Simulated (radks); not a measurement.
Excited configurations of Sm III: one electron is placed in a higher orbital outside [Xe] 4f5. The ground configuration is [Xe] 4f6. All-electron calculation, scalar-relativistic Kohn-Sham, r2SCAN, spin-polarised, spherical densities, finite nucleus; open shells are filled with parallel spins first (spin-orbit coupling, left out, can overturn this in heavy ions); meta-GGA in the generalised Kohn-Sham scheme; Fermi nuclear charge, rms radius 5.0819 fm. Program: a radial shooting solver on a logarithmic mesh with Libxc functionals. Excitation = E - E(ground); binding = E(ion) - E, where the ion is the core of charge +3; n* = 3/sqrt(2 binding) in atomic units, and the quantum defect is n - n*.

outer orbital  excitation (eV)  binding (eV)     n*  quantum defect  <r> (bohr)
5f                      17.556         7.727  3.981           1.019       5.794
6s                       6.432        18.851  2.549           3.451       3.408
6p                      10.804        14.479  2.908           3.092       4.108
6d                      15.892         9.392  3.611           2.389       5.751
6f                      20.188         5.096  4.902           1.098       10.08
7s                      15.578         9.705  3.552           3.448       6.484
7d                      19.526         5.757  4.612           2.388       9.916
7f                      21.702         3.582  5.847           1.153       15.36

The Delta-SCF ionisation energy is 25.283 eV (NIST Atomic Spectra Database: 23.6 eV, semi-empirical). Self-interaction in the functional shifts the binding energies and quantum defects, so they are the method's values and not measured ones. Open shells are spherical and high-spin; term and fine-structure splittings are not resolved. Spin-orbit splitting is averaged out at the scalar-relativistic level.
